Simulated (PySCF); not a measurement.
## Assigning NMR signals

Atom-mapped SMILES (the numbers label the heavy atoms): `[CH3:1][C:2]([CH3:3])([CH3:4])[B:5]1[O:6][CH2:7][CH2:8][O:9]1`. Hydrogens are named by the atom that carries them.

Gas phase, relativity neglected, averaged over atoms made equivalent by symmetry, fast rotation or ring inversion, single conformer. Shielding tensors at B3LYP/pcSseg-1 (GIAO); PBE0-D3(BJ)/def2-SVP geometry; PySCF.

Scale: ¹³C (179.24 ppm), ¹H (31.38 ppm) against TMS (reference shieldings calculated alike).

(1) Assign these signals to the numbered atoms. ¹³C{¹H} NMR (computed): δ 69.6, 28.8, 17.8.

(2) Assign these signals to the numbered atoms. ¹H NMR (500 MHz, computed): δ 4.12 (s, 4H), 0.96 (s, 9H).

## Answers

(1) 
69.6 → C7/C8, sp3 CH2 bonded to O: pulled downfield by the heteroatom
28.8 → C1/C3/C4, methyl carbon: aliphatic region, no heteroatom directly attached
17.8 → C2, fully substituted sp3 carbon bonded to B

(2) 
| δ (ppm) | atoms | environment | reason |
| --- | --- | --- | --- |
| 4.12 | H(C7)/H(C8) | hydrogen on an sp3 CH2 bonded to O | its carbon carries O, hence the downfield position |
| 0.96 | H(C1)/H(C3)/H(C4) | hydrogen on a methyl carbon | – |

A carbon bonded to boron is broadened by the quadrupolar boron nucleus and is often missing from a measured spectrum. Shifts are as computed. Against solution values, carbons near 30 ppm lie about +2 ppm off and those near 130 ppm about +6 ppm. Of 1211 compounds with measured shifts, 218 miss one by over three times the rms of a fit or turn the order of signals round; such compounds aren't used in these exercises. No couplings were computed; multiplicities are counted from neighbouring protons, with m where these are inequivalent, close in shift, in a saturated or five-membered ring or joined by F or P, and br s for small geminal =CH2 splittings.
